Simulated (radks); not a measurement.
Results of a calculation; reference values are marked as such.
Fractional charge and spin in the 5s shell of erbium: the spin-up occupation runs from 0 to 1 and the spin-down occupation from 0 to 1; the fullest corner is Er2+, [Kr] 4d10 4f(up 6, down 6) 5p6 5s(up 1, down 1). Level of theory: scalar-relativistic Kohn-Sham, SCAN, spin-polarised, spherical densities, finite nucleus; meta-GGA in the generalised Kohn-Sham scheme; Fermi nuclear charge, rms radius of each element as measured or else 0.836 A^(1/3) + 0.57 fm (a radial shooting solver on a logarithmic mesh with Libxc functionals). Energy (eV) minus the two flat planes that join the four corners (they meet along the diagonal where the two added fractions sum to one electron); zero is where a piecewise linear energy would lie.

down \ up,0,0.25,0.5,0.75,1
0,0.000,-1.496,-1.967,-1.449,0.000
0.25,-1.496,-1.955,-1.422,0.117,-1.428
0.5,-1.967,-1.422,0.134,-1.334,-1.886
0.75,-1.449,0.117,-1.334,-1.814,-1.396
1,0.000,-1.428,-1.886,-1.396,0.000

Corners above the fullest one (they belong to Er3+ and the next ion): (up 1, down 0) 74.450 eV, (up 0, down 1) 74.450 eV, (up 0, down 0) 164.87 eV. With half an added electron in each spin the energy lies 0.134 eV from the planes, and with half an added electron in spin up alone -1.967 eV. The planes are only a guide here: the flat-plane condition holds for ground states with one frontier orbital, while this shell lies below other occupied shells, so the corners above the fullest one are inner-hole states and not the ground states of those ions.
